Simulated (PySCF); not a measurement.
**Working out the ionisation energy of Pt**

Pt [Xe] 4f14 5d9 6s1 (3D) → Pt⁺ [Xe] 4f14 5d9 (2D). All numbers are calculated (PySCF 2.14, scalar relativity through the core potential, in aug-cc-pVDZ-PP with ECP60MDF). Frozen: 5s2 5p6. Energies in hartree (1 hartree = 27.21139 eV):

```csv
part,Pt (lower),Pt⁺ (upper)
UHF,-118.512714,-118.234344
CCSD correlation,-0.255567,-0.213826
(T),-0.007866,-0.005992
```

Problem. What does Hartree-Fock give?

Solution. (-118.234344) − (-118.512714) = 0.278370 hartree = 7.575 eV.

Problem. What do CCSD and CCSD(T) give?

Solution. The CCSD correlation energies differ by 0.041741 hartree = 1.136 eV and the triples by 0.001874 hartree = 0.051 eV, so CCSD gives 8.711 eV and CCSD(T) 8.762 eV.

Reference: 8.959 eV (measured; NIST Atomic Spectra Database, ionization energies), between the lowest levels; spin-orbit coupling is absent from the calculation.

A double-zeta basis recovers only part of the correlation energy.

What remains against the reference includes basis incompleteness, the frozen core and higher excitations.
